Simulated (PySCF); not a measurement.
technetium atom (Tc), sextet (core potentials on Tc); DF-B3LYP/LANL2DZ (PySCF).

PySCF was given this input:
```python
from pyscf import gto, scf, dft

mol = gto.M(
    atom='''
Tc    0.00000000    0.00000000    0.00000000
''',
    basis='lanl2dz',
    ecp={'Tc': 'lanl2dz'},
    spin=5,
    verbose=4,
)

mf = dft.UKS(mol)
mf.xc = 'b3lyp'
mf = mf.density_fit(auxbasis='def2-universal-jkfit')
mf.kernel()
```

Output, abridged:

```
PySCF version 2.14.0

[INPUT] verbose = 4
[INPUT] num. atoms = 1
[INPUT] num. electrons = 15
[INPUT] charge = 0
[INPUT] spin (= nelec alpha-beta = 2S) = 5
[INPUT] symmetry False subgroup None
[INPUT] Mole.unit = angstrom
[INPUT] Symbol           X                Y                Z      unit          X                Y                Z       unit  Magmom
[INPUT]  1 Tc     0.000000000000   0.000000000000   0.000000000000 AA    0.000000000000   0.000000000000   0.000000000000 Bohr   0.0

nuclear repulsion = 0
number of shells = 7
number of NR pGTOs = 43
number of NR cGTOs = 22
basis = lanl2dz
ecp = {'Tc': 'lanl2dz'}

******** <class 'pyscf.df.df_jk.DFUKS'> ********
method = DFUKS
initial guess = minao
damping factor = 0
level_shift factor = 0
DIIS = <class 'pyscf.scf.diis.CDIIS'>
diis_start_cycle = 1
diis_space = 8
diis_damp = 0
SCF conv_tol = 1e-09
SCF conv_tol_grad = None
SCF max_cycles = 50
direct_scf = False
number electrons alpha = 10  beta = 5
XC library pyscf.dft.libxc version 7.1.2
    S. Lehtola, C. Steigemann, M. J. T. Oliveira, and M. A. L. Marques,  SoftwareX 7, 1–5 (2018)
XC functionals = b3lyp
    P. J. Stephens, F. J. Devlin, C. F. Chabalowski, and M. J. Frisch,  J. Phys. Chem. 98, 11623 (1994)
radial grids:
    Treutler-Ahlrichs [JCP 102, 346 (1995); DOI:10.1063/1.469408] (M4) radial grids

becke partition: Becke, JCP 88, 2547 (1988); DOI:10.1063/1.454033
pruning grids: <function nwchem_prune>
grids dens level: 3
symmetrized grids: False
atomic radii adjust function: <function treutler_atomic_radii_adjust>
small_rho_cutoff = 0
Set gradient conv threshold to 3.16228e-05
tot grids = 22176
******** <class 'pyscf.df.df.DF'> ********
auxbasis = def2-universal-jkfit
init E= -78.9480473246893

cycle= 1 E= -76.022818194921  delta_E= 2.93  |g|= 1.75  |ddm|= 3.32

cycle= 2 E= -79.2386510387859  delta_E= -3.22  |g|= 0.862  |ddm|= 3.63
cycle= 3 E= -79.9014267585705  delta_E= -0.663  |g|= 0.239  |ddm|=  1.3
cycle= 4 E= -79.9477475580582  delta_E= -0.0463  |g|= 0.0511  |ddm|= 0.435
cycle= 5 E= -79.9495645449613  delta_E= -0.00182  |g|= 0.00597  |ddm|= 0.0605
cycle= 6 E= -79.9496285655938  delta_E= -6.4e-05  |g|= 0.00135  |ddm|= 0.0239
cycle= 7 E= -79.9495592915472  delta_E= 6.93e-05  |g|= 0.00104  |ddm|= 0.0443
cycle= 8 E= -79.9495272061933  delta_E= 3.21e-05  |g|= 0.000857  |ddm|= 0.0428
cycle= 9 E= -79.9495371931074  delta_E= -9.99e-06  |g|= 0.00138  |ddm|= 0.0181
cycle= 10 E= -79.9495440027594  delta_E= -6.81e-06  |g|= 0.00123  |ddm|= 0.0147
cycle= 11 E= -79.9495499716847  delta_E= -5.97e-06  |g|= 6.26e-05  |ddm|= 0.0247
cycle= 12 E= -79.9495500936183  delta_E= -1.22e-07  |g|= 3.74e-05  |ddm|= 0.00277
cycle= 13 E= -79.9495501234257  delta_E= -2.98e-08  |g|= 3.74e-05  |ddm|= 0.0013
cycle= 14 E= -79.9495501318148  delta_E= -8.39e-09  |g|= 3.7e-05  |ddm|= 0.000134
cycle= 15 E= -79.9495501626402  delta_E= -3.08e-08  |g|= 3.51e-05  |ddm|= 0.000493
cycle= 16 E= -79.9495501662797  delta_E= -3.64e-09  |g|= 3.51e-05  |ddm|= 6.38e-05
cycle= 17 E= -79.9495500909192  delta_E= 7.54e-08  |g|= 3.49e-05  |ddm|= 0.00121
cycle= 18 E= -79.9495499407173  delta_E= 1.5e-07  |g|= 3.46e-05  |ddm|= 0.00242
cycle= 19 E= -79.9495491042883  delta_E= 8.36e-07  |g|= 3.96e-05  |ddm|= 0.0143
cycle= 20 E= -79.9495492077396  delta_E= -1.03e-07  |g|= 3.35e-05  |ddm|= 0.00192
cycle= 21 E= -79.9495484766005  delta_E= 7.31e-07  |g|= 4.75e-05  |ddm|= 0.0151
cycle= 22 E= -79.9495485589583  delta_E= -8.24e-08  |g|= 4.53e-05  |ddm|= 0.00189
cycle= 23 E= -79.9495480752413  delta_E= 4.84e-07  |g|= 8.27e-05  |ddm|= 0.0116
cycle= 24 E= -79.9495479920499  delta_E= 8.32e-08  |g|= 0.000102  |ddm|= 0.00216
cycle= 25 E= -79.9495483502652  delta_E= -3.58e-07  |g|= 4.16e-05  |ddm|= 0.00894
cycle= 26 E= -79.9495481069744  delta_E= 2.43e-07  |g|= 4.64e-05  |ddm|= 0.00562
cycle= 27 E= -79.9495487999077  delta_E= -6.93e-07  |g|= 2.94e-05  |ddm|= 0.0156
cycle= 28 E= -79.949548816571  delta_E= -1.67e-08  |g|= 3.85e-05  |ddm|= 0.00192
cycle= 29 E= -79.949549048475  delta_E= -2.32e-07  |g|= 2.93e-05  |ddm|= 0.00501
cycle= 30 E= -79.9495487474557  delta_E= 3.01e-07  |g|= 4.61e-05  |ddm|= 0.00672
cycle= 31 E= -79.9495486964599  delta_E= 5.1e-08  |g|= 4e-05  |ddm|= 0.00106
cycle= 32 E= -79.9495487249046  delta_E= -2.84e-08  |g|= 3.97e-05  |ddm|= 0.000663
cycle= 33 E= -79.9495486520932  delta_E= 7.28e-08  |g|= 2.87e-05  |ddm|= 0.00189
cycle= 34 E= -79.949548724513  delta_E= -7.24e-08  |g|= 2.85e-05  |ddm|= 0.00155
cycle= 35 E= -79.9495486213229  delta_E= 1.03e-07  |g|= 2.95e-05  |ddm|= 0.00244
cycle= 36 E= -79.9495486620976  delta_E= -4.08e-08  |g|= 2.94e-05  |ddm|= 0.000877
cycle= 37 E= -79.949548716602  delta_E= -5.45e-08  |g|= 2.9e-05  |ddm|= 0.00123
cycle= 38 E= -79.9495489919813  delta_E= -2.75e-07  |g|= 2.78e-05  |ddm|= 0.00597
cycle= 39 E= -79.9495489337759  delta_E= 5.82e-08  |g|= 2.78e-05  |ddm|= 0.00129
cycle= 40 E= -79.9495488781137  delta_E= 5.57e-08  |g|= 2.7e-05  |ddm|= 0.00194
cycle= 41 E= -79.9495489292289  delta_E= -5.11e-08  |g|= 2.59e-05  |ddm|= 0.00492
cycle= 42 E= -79.9495490449766  delta_E= -1.16e-07  |g|= 2.59e-05  |ddm|= 0.00539
cycle= 43 E= -79.9495490486058  delta_E= -3.63e-09  |g|= 2.53e-05  |ddm|= 0.00029
cycle= 44 E= -79.949549216664  delta_E= -1.68e-07  |g|= 2.66e-05  |ddm|= 0.00862
cycle= 45 E= -79.9495491892977  delta_E= 2.74e-08  |g|= 2.78e-05  |ddm|= 0.00154
cycle= 46 E= -79.9495496171969  delta_E= -4.28e-07  |g|= 4.63e-05  |ddm|= 0.0265
cycle= 47 E= -79.9495495673717  delta_E= 4.98e-08  |g|= 3.52e-05  |ddm|= 0.00184
cycle= 48 E= -79.949549154058  delta_E= 4.13e-07  |g|= 7e-05  |ddm|= 0.015
cycle= 49 E= -79.9495491153619  delta_E= 3.87e-08  |g|= 6.88e-05  |ddm|= 0.000897
cycle= 50 E= -79.9495491013876  delta_E= 1.4e-08  |g|= 7.17e-05  |ddm|= 0.00139
SCF not converged.
SCF energy = -79.9495491013876 after 50 cycles  <S^2> = 8.7513646  2S+1 = 6.0004548
```

Convergence was not reached.
